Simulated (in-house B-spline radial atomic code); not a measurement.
The copper ion Cu²⁺ is squeezed into an impenetrable sphere of radius R (the orbitals vanish at R). Method: scalar-relativistic (X2C) Hartree-Fock, spin-polarised, averaged over the determinants with the given up and down occupations, Fermi nucleus of rms radius 3.8823 fm. Calculated with a radial B-spline atomic code at the basis-set limit.

Energies in eV above the free ion in [Ar] 3d9:

| R (bohr) | highest level (eV) | [Ar] 3d9 | [Ne] 3s2 3p5 3d10 |
| --- | --- | --- | --- |
| 9.55 | -38.8 | 0 | 76.52 |
| 6.35 | -38.8 | 0.0002359 | 76.52 |
| 5.26 | -38.8 | 0.005278 | 76.53 |
| 4.47 | -38.7 | 0.04719 | 76.57 |
| 3.41 | -38 | 0.8155 | 77.4 |
| 2.93 | -36.6 | 2.917 | 79.68 |
| 2.63 | -34.7 | 6.542 | 83.59 |
| 2.19 | -28.6 | 22.52 | 100.7 |
| 1.62 | -1.72 | 136.8 | 220.1 |
| 1.34 | 36.7 | 377.3 | 465.2 |

Does [Ne] 3s2 3p5 3d10 fall below [Ar] 3d9 under compression?

No, it stays above over the whole range.

The highest level is first positive in the row R = 1.34 bohr, pushed up by confinement above the zero of the free ion's potential. Each configuration is held fixed and needn't be the lowest in the sphere.
